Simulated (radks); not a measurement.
Problem. Species: the copper ion Cu17+. Configuration: [Ne] 3s2. Calculated with a radial shooting solver on a logarithmic mesh with Libxc functionals: Dirac Kohn-Sham, exchange-only PBE, spin-unpolarised, spherical densities, finite nucleus; Fermi nuclear charge, rms radius 3.8823 fm. Some entries of the table are withheld. Estimate them.

| orbital | occ. | eigenvalue (Ry) | <1/r> (bohr^-1) | r(max) (bohr) |
|---|---|---|---|---|
| 1s1/2 | 2 | -697.6537 | 29.17 | 0.03411 |
| 2s1/2 | 2 | -123.2023 | 6.444 | (1) |
| 2p1/2 | 2 | -113.9485 | 6.391 | 0.1551 |
| 2p3/2 | 4 | -112.3972 | 6.251 | 0.1578 |
| 3s1/2 | 2 | -45.13107 | 2.481 | 0.5515 |
| 3p1/2 | 0 | -42.17788 | (2) | 0.5338 |
| 3p3/2 | 0 | -41.84043 | (3) | 0.5389 |
| 4s1/2 | 0 | -23.14987 | 1.306 | 1.124 |

Solution. 
(1) 2s1/2 r(max) (bohr): 0.1955
(2) 3p1/2 <1/r> (bohr^-1): 2.422
(3) 3p3/2 <1/r> (bohr^-1): 2.390
